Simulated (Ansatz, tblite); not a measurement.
Cost and result up the ladder for the cluster H2Au2 (4 atoms). Total charge 0; singlet. Geometry: r2SCAN-D4/def2-TZVP.

```xyz
4

Au    0.188    0.545    0.388
Au   -0.792   -0.728   -1.778
H    -0.172   -1.048   -0.301
H     0.775    1.232    1.691
```

Ansatz on 4 threads of Arm Neoverse V1 on a shared host; xTB runs through tblite on one thread. Times are rough, summed over both states, and most runs start from the orbitals of an earlier one. CCSD(T)/def2-TZVPP serves as the yardstick here, not as an exact answer. The other state is a triplet at its own geometry.

In the def2 sets Au takes a core potential; there is no spin–orbit coupling. The xTB rows come from tblite. Correlated methods freeze no core orbitals; core or outer-core shells of Au are correlated, in sets that lack core-valence functions. The structure comes from a short search, and lower isomers may exist.

Correlated methods converge slowly with the basis.

xTB has no spin-polarisation term.

```json
{"level": "GFN2-xTB", "functions": "20", "triplet − singlet (eV)": "3.64", "difference from CCSD(T)/def2-TZVPP (eV)": "1.45"}
{"level": "GFN1-xTB", "functions": "22", "triplet − singlet (eV)": "1.80", "difference from CCSD(T)/def2-TZVPP (eV)": "-0.38"}
{"level": "r2SCAN-D4/def2-TZVP", "functions": "92", "triplet − singlet (eV)": "1.89", "difference from CCSD(T)/def2-TZVPP (eV)": "-0.30"}
{"level": "CCSD(T)/def2-TZVPP", "functions": "140", "triplet − singlet (eV)": "2.19", "difference from CCSD(T)/def2-TZVPP (eV)": "0.00"}
{"level": "ωB97X-V/def2-TZVP", "functions": "92", "triplet − singlet (eV)": "2.17", "difference from CCSD(T)/def2-TZVPP (eV)": "-0.01"}
{"level": "MP2/def2-TZVP", "functions": "92", "triplet − singlet (eV)": "2.15", "difference from CCSD(T)/def2-TZVPP (eV)": "-0.04"}
{"level": "r2SCANh-D4/def2-TZVP", "functions": "92", "triplet − singlet (eV)": "1.91", "difference from CCSD(T)/def2-TZVPP (eV)": "-0.28"}
{"level": "BHLYP-D4/def2-TZVP", "functions": "92", "triplet − singlet (eV)": "2.08", "difference from CCSD(T)/def2-TZVPP (eV)": "-0.11"}
{"level": "PBE-D4/def2-TZVP (with forces)", "functions": "92", "triplet − singlet (eV)": "1.95", "difference from CCSD(T)/def2-TZVPP (eV)": "-0.24"}
{"level": "CAM-B3LYP-D4/def2-TZVP", "functions": "92", "triplet − singlet (eV)": "2.05", "difference from CCSD(T)/def2-TZVPP (eV)": "-0.14"}
{"level": "PBE0-D4/def2-TZVP", "functions": "92", "triplet − singlet (eV)": "2.00", "difference from CCSD(T)/def2-TZVPP (eV)": "-0.19"}
{"level": "ωB97M-V/def2-TZVP", "functions": "92", "triplet − singlet (eV)": "2.18", "difference from CCSD(T)/def2-TZVPP (eV)": "-0.01"}
{"level": "RPA@PBE/def2-TZVP", "functions": "92", "triplet − singlet (eV)": "2.01", "difference from CCSD(T)/def2-TZVPP (eV)": "-0.18"}
```

Problem. Estimate how long each takes.

Solution. GFN1-xTB 0.004 s; GFN2-xTB 0.004 s; MP2/def2-TZVP 1.3 s; PBE-D4/def2-TZVP (with forces) 2.2 s; BHLYP-D4/def2-TZVP 3.1 s; CAM-B3LYP-D4/def2-TZVP 3.1 s; PBE0-D4/def2-TZVP 3.5 s; RPA@PBE/def2-TZVP 3.8 s; r2SCAN-D4/def2-TZVP 4.5 s; r2SCANh-D4/def2-TZVP 4.7 s; ωB97X-V/def2-TZVP 8.5 s; ωB97M-V/def2-TZVP 10 s; CCSD(T)/def2-TZVPP 81 s. On shared hardware such times vary by a factor of up to 3.
